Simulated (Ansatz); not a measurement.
## Nudged elastic band run: FGaH$_{5}$N$_{2}$P

Input file:

```yaml
crystal:
  periodic: [false, false, false]
  atoms:
    - { symbol: "N", position_ang: [0.572327, 1.534221, 0.883719] }
    - { symbol: Ga, position_ang: [0.087476, -0.212396, 1.11343] }
    - { symbol: F, position_ang: [0.041119, -0.890342, 2.757221] }
    - { symbol: "N", position_ang: [-0.530184, -1.275268, -0.256195] }
    - { symbol: P, position_ang: [-0.677789, -0.891599, -1.94331] }
    - { symbol: H, position_ang: [0.900068, 1.827292, -0.040152] }
    - { symbol: H, position_ang: [1.11678, 1.992858, 1.618129] }
    - { symbol: H, position_ang: [-0.852849, -2.219254, -0.032492] }
    - { symbol: H, position_ang: [-1.218632, 0.450412, -1.864176] }
    - { symbol: H, position_ang: [0.644883, -0.367225, -2.233074] }
basis:
  gaussian: { orbitals: def2-SVP }
hamiltonian:
  xc: revpbe
  dispersion: d4
neb:
  order_check: false
  images: 7
  f_tol: 0.05
  max_iterations: 44
  spring: { min: 2.0, max: 10.0 }
  final_atoms:
    - { symbol: "N", position_ang: [0.14335505, 1.65484107, 0.97991545] }
    - { symbol: Ga, position_ang: [0.75182519, 0.01311858, 0.33381405] }
    - { symbol: F, position_ang: [1.55807476, -1.10870277, 1.48149234] }
    - { symbol: "N", position_ang: [-0.81519288, -1.22855537, -0.41793717] }
    - { symbol: P, position_ang: [0.40052423, -0.82417001, -1.82530822] }
    - { symbol: H, position_ang: [0.5183916, 2.45391294, 0.45272811] }
    - { symbol: H, position_ang: [0.41555223, 1.7985434, 1.96195335] }
    - { symbol: H, position_ang: [-1.78927055, -0.9605552, -0.60565643] }
    - { symbol: H, position_ang: [-0.31903415, 0.38174517, -2.16504332] }
    - { symbol: H, position_ang: [-0.78102645, -2.2314788, -0.19285816] }
  initial_path:
    images:
      - { positions_ang: [[0.572327, 1.534221, 0.883719], [0.087476, -0.212396, 1.11343], [0.041119, -0.890342, 2.757221], [-0.530184, -1.275268, -0.256195], [-0.677789, -0.891599, -1.94331], [0.900068, 1.827292, -0.040152], [1.11678, 1.992858, 1.618129], [-0.852849, -2.219254, -0.032492], [-1.218632, 0.450412, -1.864176], [0.644883, -0.367225, -2.233074]] }
      - { positions_ang: [[0.56945556, 1.51056796, 0.93710271], [0.05145347, -0.19742877, 1.15443313], [0.27049098, -0.9310053, 2.45886051], [-0.50984731, -1.25160771, -0.24913749], [-0.54088887, -0.86297461, -1.94242299], [0.55502093, 1.79653703, 0.17562324], [1.11806209, 1.91484117, 1.27645027], [-1.02090053, -1.97606506, -0.06615253], [-1.05935667, 0.49192734, -1.83414876], [0.64970935, -0.54609304, -1.90750809]] }
      - { positions_ang: [[0.56658412, 1.48691491, 0.99048642], [0.01543095, -0.18246154, 1.19543626], [0.49986297, -0.97166861, 2.16050002], [-0.48951063, -1.22794743, -0.24207997], [-0.40398874, -0.83435021, -1.94153598], [0.20997386, 1.76578206, 0.39139848], [1.11934418, 1.83682434, 0.93477153], [-1.18895207, -1.73287611, -0.09981307], [-0.90008134, 0.53344267, -1.80412152], [0.65453571, -0.72496108, -1.58194218]] }
      - { positions_ang: [[0.56371268, 1.46326187, 1.04387013], [-0.02059158, -0.1674943, 1.23643939], [0.72923495, -1.01233191, 1.86213953], [-0.46917394, -1.20428714, -0.23502246], [-0.26708861, -0.80572582, -1.94064896], [-0.13507321, 1.73502709, 0.60717373], [1.12062626, 1.7588075, 0.5930928], [-1.3570036, -1.48968717, -0.1334736], [-0.74080602, 0.57495801, -1.77409428], [0.65936206, -0.90382912, -1.25637626]] }
      - { positions_ang: [[0.56084124, 1.43960882, 1.09725384], [-0.05661411, -0.15252707, 1.27744252], [0.95860694, -1.05299522, 1.56377904], [-0.44883726, -1.18062686, -0.22796495], [-0.13018848, -0.77710142, -1.93976195], [-0.48012027, 1.70427212, 0.82294897], [1.12190835, 1.68079067, 0.25141406], [-1.52505514, -1.24649823, -0.16713414], [-0.58153069, 0.61647335, -1.74406704], [0.66418842, -1.08269716, -0.93081035]] }
      - { positions_ang: [[0.45646969, 1.49341689, 1.06791924], [0.14549571, -0.11111566, 1.0415354], [1.10847389, -1.06692211, 1.54320736], [-0.54042616, -1.19260899, -0.275458], [0.0024897, -0.78886857, -1.91114852], [-0.23049231, 1.89168232, 0.73039375], [0.94531932, 1.71022885, 0.67904888], [-1.59110899, -1.17501247, -0.27676471], [-0.51590655, 0.5577913, -1.84931111], [0.3028847, -1.36989257, -0.7463223]] }
      - { positions_ang: [[0.35209814, 1.54722495, 1.03858465], [0.34760554, -0.06970425, 0.80562829], [1.25834085, -1.08084899, 1.52263569], [-0.63201507, -1.20459111, -0.32295106], [0.13516788, -0.80063572, -1.88253509], [0.01913566, 2.07909253, 0.63783854], [0.76873029, 1.73966704, 1.10668371], [-1.65716285, -1.10352672, -0.38639528], [-0.45028242, 0.49910926, -1.95455518], [-0.05841902, -1.65708798, -0.56183426]] }
      - { positions_ang: [[0.24772659, 1.60103301, 1.00925005], [0.54971536, -0.02829284, 0.56972117], [1.4082078, -1.09477588, 1.50206401], [-0.72360398, -1.21657324, -0.37044411], [0.26784605, -0.81240286, -1.85392166], [0.26876363, 2.26650273, 0.54528332], [0.59214126, 1.76910522, 1.53431853], [-1.7232167, -1.03204096, -0.49602586], [-0.38465829, 0.44042721, -2.05979925], [-0.41972274, -1.94428339, -0.37734621]] }
      - { positions_ang: [[0.14335505, 1.65484107, 0.97991545], [0.75182519, 0.01311858, 0.33381405], [1.55807476, -1.10870277, 1.48149234], [-0.81519288, -1.22855537, -0.41793717], [0.40052423, -0.82417001, -1.82530822], [0.5183916, 2.45391294, 0.45272811], [0.41555223, 1.7985434, 1.96195335], [-1.78927055, -0.9605552, -0.60565643], [-0.31903415, 0.38174517, -2.16504332], [-0.78102645, -2.2314788, -0.19285816]] }
```

Launched with:

```bash
$ ansatz run input.yaml --threads 2 --pin off --max-ram 3072MiB --backend cpu --events-out ev --progress --plain --runs-dir out
```

Output, in part (warnings, iteration lines):

```
NEB end point (image 0): max|allowed force component| = 1.407e-2 eV/Å (the criterion of neb.relax_end_points is 1.000e-2)
NEB end point (image 8): max|allowed force component| = 1.406e-2 eV/Å (the criterion of neb.relax_end_points is 1.000e-2)
NEB iter   1: max|band force component| = 1.966e2 eV/Å  barrier→ = 41.7443 eV  barrier← = 41.7042 eV  Δτ_max = 0.1988 Å  (303 SCF iters)
NEB iter   2: max|band force component| = 7.700e1 eV/Å  barrier→ = 15.4356 eV  barrier← = 15.3956 eV  Δτ_max = 0.2000 Å  (244 SCF iters)
NEB iter   3: max|band force component| = 3.764e1 eV/Å  barrier→ = 7.5645 eV  barrier← = 7.5244 eV  Δτ_max = 0.2000 Å  (246 SCF iters)
NEB iter   4: max|band force component| = 1.664e1 eV/Å  barrier→ = 2.8091 eV  barrier← = 2.7690 eV  Δτ_max = 0.2000 Å  (238 SCF iters)
NEB iter   5: max|band force component| = 1.008e1 eV/Å  barrier→ = 2.6828 eV  barrier← = 2.6427 eV  Δτ_max = 0.2000 Å  (233 SCF iters)
NEB iter   6: max|band force component| = 5.213e0 eV/Å  barrier→ = 2.7501 eV  barrier← = 2.7100 eV  Δτ_max = 0.2000 Å  (230 SCF iters)
NEB iter   7: max|band force component| = 2.661e0 eV/Å  barrier→ = 2.5529 eV  barrier← = 2.5128 eV  Δτ_max = 0.1990 Å  (231 SCF iters)
NEB iter   8: max|band force component| = 1.789e0 eV/Å  barrier→ = 2.3917 eV  barrier← = 2.3516 eV  Δτ_max = 0.1996 Å  (224 SCF iters)
NEB iter   9: max|band force component| = 2.022e0 eV/Å  barrier→ = 2.2278 eV  barrier← = 2.1877 eV  Δτ_max = 0.1996 Å  (228 SCF iters)
NEB iter  10: max|band force component| = 2.359e0 eV/Å  barrier→ = 2.0442 eV  barrier← = 2.0042 eV  Δτ_max = 0.1978 Å  (236 SCF iters)
NEB iter  11: max|band force component| = 2.440e0 eV/Å  barrier→ = 1.8423 eV  barrier← = 1.8022 eV  Δτ_max = 0.1967 Å  (228 SCF iters)
NEB iter  12: max|band force component| = 2.482e0 eV/Å  barrier→ = 1.6598 eV  barrier← = 1.6197 eV  Δτ_max = 0.1991 Å  (230 SCF iters)
NEB iter  13: max|band force component| = 2.701e0 eV/Å  barrier→ = 1.6616 eV  barrier← = 1.6215 eV  Δτ_max = 0.1991 Å  (216 SCF iters)
NEB iter  14: max|band force component| = 2.944e0 eV/Å  barrier→ = 1.5633 eV  barrier← = 1.5233 eV  Δτ_max = 0.2000 Å  (219 SCF iters)
NEB iter  15: max|band force component| = 3.518e0 eV/Å  barrier→ = 1.3639 eV  barrier← = 1.3239 eV  Δτ_max = 0.2000 Å  (224 SCF iters)
NEB iter  16: max|band force component| = 2.600e0 eV/Å  barrier→ = 1.2190 eV  barrier← = 1.1789 eV  Δτ_max = 0.1987 Å  (230 SCF iters)
NEB iter  17: max|band force component| = 2.235e0 eV/Å  barrier→ = 1.1013 eV  barrier← = 1.0612 eV  Δτ_max = 0.2000 Å  (228 SCF iters)
NEB iter  18: max|band force component| = 2.198e0 eV/Å  barrier→ = 0.8269 eV  barrier← = 0.7868 eV  Δτ_max = 0.2000 Å  (220 SCF iters)
NEB iter  19: max|band force component| = 1.968e0 eV/Å  barrier→ = 1.1496 eV  barrier← = 1.1096 eV  Δτ_max = 0.2000 Å  (213 SCF iters)
NEB iter  20: max|band force component| = 1.711e0 eV/Å  barrier→ = 1.4644 eV  barrier← = 1.4243 eV  Δτ_max = 0.2000 Å  (221 SCF iters)
NEB iter  21: max|band force component| = 1.766e0 eV/Å  barrier→ = 1.5591 eV  barrier← = 1.5191 eV  Δτ_max = 0.2000 Å  (222 SCF iters)
NEB iter  22: max|band force component| = 1.845e0 eV/Å  barrier→ = 1.2639 eV  barrier← = 1.2238 eV  Δτ_max = 0.1996 Å  (230 SCF iters)
NEB iter  23: max|band force component| = 1.537e0 eV/Å  barrier→ = 1.1281 eV  barrier← = 1.0880 eV  Δτ_max = 0.1985 Å  (208 SCF iters)
NEB iter  24: max|band force component| = 1.072e0 eV/Å  barrier→ = 1.2226 eV  barrier← = 1.1826 eV  Δτ_max = 0.2000 Å  (223 SCF iters)
NEB iter  25: max|band force component| = 5.062e-1 eV/Å  barrier→ = 1.0674 eV  barrier← = 1.0273 eV  Δτ_max = 0.1984 Å  (213 SCF iters)
NEB iter  26: max|band force component| = 7.419e-1 eV/Å  barrier→ = 1.1726 eV  barrier← = 1.1325 eV  Δτ_max = 0.0997 Å  (229 SCF iters)
NEB iter  27: max|band force component| = 6.207e-1 eV/Å  barrier→ = 0.9824 eV  barrier← = 0.9423 eV  Δτ_max = 0.1007 Å  (208 SCF iters)
NEB iter  28: max|band force component| = 7.509e-1 eV/Å  barrier→ = 0.7302 eV  barrier← = 0.6901 eV  Δτ_max = 0.1002 Å  (205 SCF iters)
NEB iter  29: max|band force component| = 9.181e-1 eV/Å  barrier→ = 0.5876 eV  barrier← = 0.5475 eV  CI = image 4  Δτ_max = 0.2000 Å  (208 SCF iters)
NEB iter  30: max|band force component| = 1.413e0 eV/Å  barrier→ = 0.6762 eV  barrier← = 0.6361 eV  CI = image 4  Δτ_max = 0.2000 Å  (216 SCF iters)
NEB iter  31: max|band force component| = 2.314e0 eV/Å  barrier→ = 1.2110 eV  barrier← = 1.1710 eV  CI = image 4  Δτ_max = 0.2000 Å  (229 SCF iters)
NEB iter  32: max|band force component| = 2.619e0 eV/Å  barrier→ = 1.7842 eV  barrier← = 1.7441 eV  CI = image 4  Δτ_max = 0.1997 Å  (227 SCF iters)
NEB iter  33: max|band force component| = 2.864e0 eV/Å  barrier→ = 2.1584 eV  barrier← = 2.1184 eV  CI = image 4  Δτ_max = 0.2000 Å  (237 SCF iters)
NEB iter  34: max|band force component| = 3.609e0 eV/Å  barrier→ = 2.4071 eV  barrier← = 2.3670 eV  CI = image 4  Δτ_max = 0.2000 Å  (225 SCF iters)
NEB iter  35: max|band force component| = 3.403e0 eV/Å  barrier→ = 2.4041 eV  barrier← = 2.3640 eV  CI = image 4  Δτ_max = 0.1965 Å  (225 SCF iters)
NEB iter  36: max|band force component| = 3.984e0 eV/Å  barrier→ = 2.3492 eV  barrier← = 2.3091 eV  CI = image 4  Δτ_max = 0.2000 Å  (229 SCF iters)
NEB iter  37: max|band force component| = 4.199e0 eV/Å  barrier→ = 2.2993 eV  barrier← = 2.2592 eV  CI = image 4  Δτ_max = 0.1979 Å  (215 SCF iters)
NEB iter  38: max|band force component| = 3.857e0 eV/Å  barrier→ = 2.1643 eV  barrier← = 2.1243 eV  CI = image 4  Δτ_max = 0.1995 Å  (217 SCF iters)
NEB iter  39: max|band force component| = 3.351e0 eV/Å  barrier→ = 2.2844 eV  barrier← = 2.2443 eV  CI = image 4  Δτ_max = 0.2000 Å  (219 SCF iters)
NEB iter  40: max|band force component| = 2.419e0 eV/Å  barrier→ = 2.3358 eV  barrier← = 2.2957 eV  CI = image 4  Δτ_max = 0.2000 Å  (215 SCF iters)
NEB iter  41: max|band force component| = 1.734e0 eV/Å  barrier→ = 2.3186 eV  barrier← = 2.2785 eV  CI = image 4  Δτ_max = 0.1979 Å  (220 SCF iters)
NEB iter  42: max|band force component| = 1.357e0 eV/Å  barrier→ = 2.3097 eV  barrier← = 2.2697 eV  CI = image 4  Δτ_max = 0.2000 Å  (213 SCF iters)
NEB iter  43: max|band force component| = 1.280e0 eV/Å  barrier→ = 2.3006 eV  barrier← = 2.2606 eV  CI = image 4  Δτ_max = 0.2000 Å  (228 SCF iters)
NEB iter  44: max|band force component| = 2.444e0 eV/Å  barrier→ = 2.2980 eV  barrier← = 2.2580 eV  CI = image 4  Δτ_max = 0.1996 Å  (221 SCF iters)
Error: NEB band did not converge after 44 iterations: max|band force component| = 2.44e0 eV/Å (threshold 5.0e-2); raise `neb.max_iterations` in a new run, which can start from the last band evaluated (`neb.initial_path`, with `crystal.atoms` and `neb.final_atoms` set to its first and last images), …
```

The run ended unconverged. The band didn't meet its force threshold, so its energies are provisional: the largest band force was still 2.44 eV/Å, and over the last iterations the top moved between 2.30 and 2.31 eV. Neighbouring images lie up to 5.3 Å apart, so the band is torn or far too coarse. The orbitals stay closed-shell, which can raise the energy where a bond breaks towards radicals; this wasn't checked here.

Final band (atoms are numbered from 1 in the order of the input):

```
image  path coordinate (Å)  energy (kcal/mol)  P5–H10 (Å)  Ga2–P5 (Å)  N4–H10 (Å)
    0                 0.00                0.0        1.45        3.22        2.47
    1                 5.33                2.4        1.44        3.22        2.49
    2                 8.39               15.3        1.38        3.21        2.45
    3                10.10               20.1        1.40        3.23        1.99
    4                11.17               53.0        1.65        3.46        1.25
    5                11.99               34.9        2.33        3.01        1.02
    6                13.14                5.7        2.52        2.39        1.03
    7                16.12                5.9        2.36        2.38        1.03
    8                19.85                0.9        2.46        2.34        1.03
```

Time of the run: 10 min on 2 threads of Arm Neoverse V2 (shared host), peak memory 0.18 GiB.
